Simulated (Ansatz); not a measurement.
A nudged elastic band was laid between two geometries of CH3OSSi (7 atoms, charge -1, multiplicity 1).

All numbers below come from RKS PBE/def2-SVP in Ansatz.

```
movable images  : 7
climbing image  : yes
spring          : 5.0 eV/Å²
optimiser       : quadratic models (default)
start path      : through a guess of the saddle point
force threshold : 0.03 eV/Å
iteration limit : 60
end points      : relaxed
```

Initial state:

```xyz
7
Properties=species:S:1:pos:R:3
O -1.424 0.342 -0.563
C -0.216 -0.297 -0.716
Si 1.214 0.425 0.371
S -0.099 -1.431 -1.940
H -1.282 0.875 0.255
H 0.205 0.952 1.470
H 1.602 -0.866 1.123
```

Final state:

```xyz
7
Properties=species:S:1:pos:R:3
O -2.045 -0.722 -0.406
C -0.847 -0.562 -0.680
Si 0.406 0.357 0.504
S 0.062 -1.041 -2.076
H 1.014 1.602 -0.117
H -0.166 0.872 1.837
H 1.577 -0.506 0.937
```

Task: Which bonds break or form, and what moves?

Result: Bonds broken: O1–H5. Bonds formed: Si3–H5.

Task: What energy profile does the band end with?

Result: It converged. The highest image is number 3 of 0 to 8, 15.0 kcal/mol above the first end and 39.2 kcal/mol above the last; the last end lies 24.3 kcal/mol below the first. Neighbouring images differ by up to 1.5 eV, so the band resolves the path poorly. A vibrational analysis at the climbing image gives one clearly imaginary mode, 1196i cm⁻¹: a first-order saddle point. The orbitals stay closed-shell, which can raise the energy where a bond breaks towards radicals; this wasn't checked here. Limits of this set-up: an anion without diffuse functions, the dipole of an ion depends on the origin.

```csv
image,path coordinate (Å),energy (kcal/mol),O1–H5 (Å),Si3–H5 (Å)
0,0.00,0.0,0.99,2.54
1,1.00,1.6,0.98,2.52
2,2.00,4.0,1.00,2.35
3,2.99,15.0,1.35,1.76
4,4.06,-19.1,2.59,1.52
5,5.12,-22.9,3.67,1.56
6,6.18,-23.6,3.21,1.53
7,7.24,-23.6,3.40,1.52
8,8.30,-24.3,3.85,1.52
```

Task: What is the geometry of the highest image?

Result: 
```xyz
7
Properties=species:S:1:pos:R:3:forces:R:3
O -1.089 0.688 -1.179 0.00 0.00 0.00
C -0.460 -0.382 -0.750 0.00 0.00 0.00
Si 0.487 0.400 0.793 0.00 0.00 0.00
S -0.565 -1.902 -1.458 0.00 0.00 0.00
H -0.549 1.428 -0.187 0.00 0.00 0.00
H 0.174 -0.377 2.084 0.00 0.00 0.00
H 2.001 0.144 0.697 0.00 0.00 0.00
```

Time of the run: 5.4 min on 1 CPU thread of a shared host.
